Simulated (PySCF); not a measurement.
Dimethyl carbonate, SMILES COC(OC)=O (C3H6O3), CAM-B3LYP/def2-SVP optimised geometry. Atoms within 1.6 Å of the plane z = 0.0 Å (x, y, z in Å): C1 (-2.20, 1.10, 0.00), O2 (-0.79, 0.93, 0.00), C3 (-0.37, -0.32, 0.00), O4 (-1.07, -1.30, 0.00), O5 (0.96, -0.32, 0.00), C6 (1.57, -1.60, 0.00), H7 (-2.65, 0.64, 0.90), H8 (-2.39, 2.18, 0.00), H9 (-2.65, 0.63, -0.89), H10 (2.65, -1.43, 0.01), H11 (1.29, -2.17, -0.89), H12 (1.27, -2.18, 0.89).

Computed with CAM-B3LYP/def2-TZVP in PySCF. Cells within 0.4 Å of a nucleus heavier than hydrogen are left out (blank, or x).

Map of the electrostatic potential (hartree/e), clipped to [-0.08, 0.12] on the plane z = 0.0 Å:

```
|333333333333333333333333333|
|333444443333333333333333333|
|344444444333333333333333333|
|444444444433333333333333333|
|444444554433332233333333333|
|444455776433222222233333333|
|444457999543222222223333333|
|444459999743111122222333333|
|444569999985211112222333333|
|444579999999931111222333333|
|4445799xx99x993211122333333|
|4445799x99xx997421122333333|
|344458999999999994223333333|
|334445689999x99xx9533344333|
|333333334999xx9xx9965544443|
|333332113999999999999864444|
|3333211049xx999999999985444|
|3332210039xx97999xx99985444|
|33222100099943699x999975444|
|332221100010024999998654444|
|332222110000023589975544444|
|332222111101123455554444444|
|333222221111223344444444444|
|333222222222233344444444443|
|333322222222233334444444433|
|333333222223333333344433333|
|333333333333333333333333333|
```
Scale: ten equal steps from -0.069 (start of '0') to 0.120 (end of '9'), in the order '0123456789'; x runs from -5.00 to 5.00, y from -5.00 (bottom) to 5.00 (top).
